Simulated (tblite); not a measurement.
C2H8OSi3.
Z-matrix (Å and degrees, GFN2-xTB geometry), rows numbered from 1:
```
O 
C   1  1.2134
C   2  1.4952  1  122.78
Si  3  1.9274  2  108.92  1   110.81
Si  4  2.3368  3   98.04  2    41.03
Si  2  1.9353  1  121.71  3   171.97
H   3  1.0896  2  110.61  1   -12.59
H   3  1.0908  2  108.90  1  -132.13
H   4  1.4664  3  108.06  2   -80.28
H   4  1.4681  3  106.20  2   166.02
H   5  1.4695  4  113.64  3  -131.96
H   5  1.4701  4  114.11  3   109.45
H   6  1.4686  2  107.44  1   115.28
H   6  1.4598  2  108.30  1    -0.96
```

Level: GFN2-xTB in tblite, geometry and Hessian alike; calculated harmonic values, unscaled, isolated species. Errors from tens to a few hundred cm⁻¹ against measured bands are possible. Modes of hydrogen on silicon can be 10 to 20 % off. One conformer, not necessarily the lowest.

Harmonic wavenumbers (cm⁻¹): 60.7, 95.5, 214.5, 256.4, 318.9, 339.0, 386.9, 411.8, 429.0, 429.7, 470.7, 489.8, 527.5, 537.2, 545.9, 593.1, 652.0, 665.5, 720.0, 785.9, 798.0, 812.5, 832.5, 1023.8, 1092.8, 1163.3, 1448.6, 1701.5, 2171.6, 2183.3, 2199.6, 2210.7, 2229.8, 2280.0, 2968.5, 2992.1.

A = 2228, B = 1810, C = 1128 MHz; mass 131.988 u (most abundant isotopes); point group C1, symmetry number 1.

Q: What is the zero-point energy?

A: ½Σν̃ = 18519 cm⁻¹ = 52.95 kcal/mol.

Q: Entropy at 400 K, 1 bar (ideal gas, RRHO, classical rotation)?

A: Translation 42.03, rotation 29.52, vibration 33.34: S = 104.9 cal/(mol K).

Q: And Cp and H(400 K) − H(0)?

A: Cp = 45.16 cal/(mol K), of which vibrations give 37.21 (their classical limit is 36 R = 71.5); H(400 K) − H(0) = 10.71 kcal/mol without the zero-point energy, 7.53 from vibrations.

Q: Which modes carry the vibrational entropy at 400 K?

A: 60.7 cm⁻¹: 5.02; 95.5 cm⁻¹: 4.12; 214.5 cm⁻¹: 2.55; 256.4 cm⁻¹: 2.22; 318.9 cm⁻¹: 1.82; 339.0 cm⁻¹: 1.71 cal/(mol K); the other 30 give 15.91 together.

Q: Blend soft modes into free rotors: weight 1/[1 + (100 cm⁻¹/ν̃)⁴] for the oscillator and the rest for a rotor with moment μB/(μ + B), μ = h/(8π²ν), B = 10⁻⁴⁴ kg m². What vibrational entropy results?

A: 31.63 cal/(mol K) in place of 33.34, which changes −T·S at 400 K by +0.68 kcal/mol.

Q: What must be added to the electronic energy to get the Gibbs energy at 400 K and 1 bar?

A: ZPE + [H(400 K) − H(0)] − T·S = 52.95 + 10.71 − 41.96 = 21.70 kcal/mol.

Hindered rotation and anharmonicity are outside this model. Other conformers, if any are populated, would add a mixing term that is left out. The structure is chiral; the term R ln 2 for an equal mix with its mirror image is left out.
